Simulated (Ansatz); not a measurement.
Li₈Sn⁻. Total charge -1; doublet. Geometry PBE0-D4/def2-SVP, that of the neutral singlet; atoms count from 1.

Cartesian coordinates in Å:
```
Li 3.349 1.878 2.526
Li 1.374 2.697 0.154
Li -3.354 -2.934 -1.128
Li -2.493 -0.022 -0.019
Li 0.450 0.603 1.892
Li -0.432 -1.993 -0.100
Li 2.503 0.044 -0.004
Li -1.397 -0.853 -2.556
Sn 0.000 0.580 -0.764
```

In the def2 sets Sn takes a core potential; there is no spin–orbit coupling. The highest occupied level of the charge -1 doublet lies above zero (up to 0.20 eV). By energy differences its removal costs 0.62 eV (vertical, to the charge 0 singlet, at PBE0-D4/def2-TZVPD); a positive level beside a positive removal energy at the same level points to self-interaction error. The structure comes from a short search, and lower isomers may exist.

Problem. Estimate the Mulliken populations from the PBE0/def2-TZVPD orbitals of Ansatz.

Solution. 
```tsv
atom	charge (e)	spin (α − β)
Li1	-0.26	0.10
Li2	0.06	0.17
Li3	-0.27	0.10
Li4	0.19	0.10
Li5	0.42	0.14
Li6	0.43	0.14
Li7	0.19	0.10
Li8	0.06	0.17
Sn9	-1.82	-0.01
```
Mulliken values and Mayer orders depend strongly on the basis. With diffuse functions, as here, like atoms can get unlike values, and bond orders can come out too low or too high.

Problem. Where does the spin sit?

Solution. Summed by element: Li 1.01, Sn -0.01, of 1 unpaired in all. Largest on single atoms: Li8 0.17, Li2 0.17, Li5 0.14.

Problem. And the Mayer bond orders between bonded heavy atoms (over 0.3)?

Solution. Li2–Sn9 0.79 (2.68 Å); Li4–Sn9 0.44 (2.67 Å); Li5–Sn9 0.32 (2.69 Å); Li6–Sn9 0.31 (2.69 Å); Li7–Sn9 0.44 (2.67 Å); Li8–Sn9 0.79 (2.69 Å). Values over 0.3 also appear between atoms too far apart for a bond (Li1–Li7 0.45 at 3.24 Å; Li3–Li4 0.45 at 3.23 Å); they arise where an orbital or an unpaired electron spreads over both atoms.
